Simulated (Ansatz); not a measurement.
Ideal-gas functions of CH₄F₂Si (`FC[SiH2]F`) at 400 K and 1 bar, from an Ansatz frequency run at PBE0-D4/def2-TZVP.

Molar mass 82.12 g/mol, point group C1 (symmetry number 1), electronic degeneracy 1, moments of inertia 43.502, 148.391, 170.412 u Å². Harmonic wavenumbers (cm⁻¹, unscaled): 90, 184, 286, 568, 660, 733, 790, 870, 936, 958, 1077, 1249, 1321, 1453, 2238, 2261, 3032, 3085.

Use S(trans) = R[1.5 ln M + 2.5 ln T − 1.1517]; rotational temperatures θ = 24.2544 K / I; S(rot) = R[ln(√π/σ · √(T³/θAθBθC)) + 1.5]; for each mode x = 1.438777 ν̃/T, S = R[x/(eˣ − 1) − ln(1 − e⁻ˣ)] and H = RT x/(eˣ − 1); 1 cm⁻¹ = 0.0119627 kJ/mol; R = 8.31446 J/(mol·K).

Task: By hand: the entropy, in J/(mol·K).

Result: Translation 169.9. Rotation: θ = 0.5575, 0.1634, 0.1423 K, giving 110.0. Vibration, mode by mode: 17.73, 11.90, 8.44, 3.68, 2.84, 2.31, 1.96, 1.56, 1.29, 1.21, 0.86, 0.52, 0.42, 0.28, 0.02, 0.02, 0.00, 0.00, in all 55.0. Electronic 0.0. Sum 334.9 J/(mol·K).

Task: By hand: H − E and G − E in kJ/mol, counted from the electronic energy.

Result: Zero-point energy ½ × 21791 × 0.0119627 = 130.3; thermal vibration 12.1; translation, rotation and pV give 4 RT = 13.3. H − E = 155.7 kJ/mol, and G − E = 155.7 − 400 × 334.9/1000 = 21.7 kJ/mol.

Vibration gives 16 % of the entropy, 17.7 J/(mol·K) of it from the mode under 150 cm⁻¹: soft modes count most, and the harmonic formula is weakest for them. The sum counts one conformer and one mirror image; others add a mixing term.
